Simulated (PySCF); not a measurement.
TDDFT excited states: C7H8FN

C7H8FN.
Geometry (PBE0-D3(BJ)/def2-SVP, Å), atoms numbered from 1 in this order:
```
atom  x, y, z in Å
C1     3.5739    0.1434   -0.5606
C2     2.4145    0.1562   -0.2162
C3     1.0066    0.1189    0.1876
C4     0.2800   -1.0551   -0.4836
C5    -1.2017   -0.9593   -0.2061
F6    -1.8657   -2.0100   -0.7979
C7    -1.7338    0.3521   -0.7394
C8    -0.8048    1.4946   -0.4235
N9     0.3935    1.4247   -0.0191
H10    4.6060    0.1426   -0.8588
H11    0.9989   -0.0416    1.2839
H12    0.4454   -1.0168   -1.5724
H13    0.6838   -2.0109   -0.1196
H14   -1.3828   -1.0262    0.8823
H15   -2.7411    0.5723   -0.3516
H16   -1.8393    0.2709   -1.8364
H17   -1.2192    2.5065   -0.5606
```

Method: PySCF, TDDFT B3LYP/def2-SVPD, vertical, gas phase, core orbitals frozen in the response.

```csv
state,E (eV),λ (nm),ν̃ (cm⁻¹),f,"main configurations (H = HOMO, L = LUMO)"
S1,4.92,251.8,39710,0.0019,H→L (96%)
S2,5.91,209.7,47680,0.0053,H-1→L (91%)
S3,6.13,202.2,49460,0.016,H-2→L (94%)
S4,6.62,187.4,53360,0.014,H→L+1 (77%)
S5,6.65,186.4,53650,0.0022,"H-1→L+3 (42%), H→L+1 (15%), H-1→L+2 (11%)"
S6,6.83,181.6,55080,0.0007,"H-2→L+3 (30%), H-1→L+1 (14%), H-1→L+2 (13%)"
```

The lowest singlet lies at 4.92 eV (252 nm, ultraviolet) and is very weak; its leading configuration is HOMO→LUMO (96%). The most intense listed level is S3 at 6.13 eV (202 nm, f = 0.016), 1.21 eV above S1. Löwdin shares by element: HOMO nitrogen 54%, carbon 26% or more (atoms not listed hold the other 20%); LUMO carbon 45% or more, nitrogen 31% (atoms not listed hold the other 24%). The oscillator strengths of these states sum to 0.040; summed over the whole spectrum of an exact calculation they would give the number of electrons, 66 (Thomas–Reiche–Kuhn). Of the 6 states listed, 2 reach f = 0.01 and none stays under 0.0005. The listed states span 1.91 eV, and the widest gap between neighbours is 0.99 eV (S1 to S2). The window holds the lowest 6 singlets.

One conformer stands for the species.
